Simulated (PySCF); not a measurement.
The multiplicity is imposed and other spin states were not computed.

**[Pd(NH3)4]2+ (charge 2, multiplicity 1)**

Calculation: PySCF with TPSSh-D3(BJ)/def2-TZVP // PBE-D3(BJ)/def2-SVP.

The HOMO is -15.37 eV, the HOMO–LUMO gap comes out as 4.09 eV and the LUMO is -11.28 eV. The charge on the central atom (Mulliken) is 0.50 e and the total energy comes out as -353.7421 Ha. The cost is about 10 core-minutes (a rough figure).

Bonded distances (Å): Pd1–N2 2.088, Pd1–N6 2.088, Pd1–N10 2.088, Pd1–N14 2.088, N2–H3 1.035, N2–H4 1.036, N2–H5 1.034, N6–H7 1.035, N6–H8 1.034, N6–H9 1.036, N10–H11 1.034, N10–H12 1.035, N10–H13 1.036, N14–H15 1.034, N14–H16 1.036, N14–H17 1.035. Angles (°): N2–Pd1–N6 90.0, N2–Pd1–N10 180.0, N2–Pd1–N14 90.0, N6–Pd1–N10 90.0, N6–Pd1–N14 180.0, N10–Pd1–N14 90.0, Pd1–N2–H3 112.5, Pd1–N2–H4 112.2, Pd1–N2–H5 114.5, H3–N2–H4 106.8, H3–N2–H5 104.9, H4–N2–H5 105.3, Pd1–N6–H7 112.5, Pd1–N6–H8 114.5, Pd1–N6–H9 112.2, H7–N6–H8 104.9, H7–N6–H9 106.8, H8–N6–H9 105.3, Pd1–N10–H11 114.5, Pd1–N10–H12 112.5, Pd1–N10–H13 112.2, H11–N10–H12 104.9, H11–N10–H13 105.3, H12–N10–H13 106.8, Pd1–N14–H15 114.5, Pd1–N14–H16 112.2, Pd1–N14–H17 112.5, H15–N14–H16 105.3, H15–N14–H17 104.9, H16–N14–H17 106.8.
Charge +2, spin multiplicity 1.
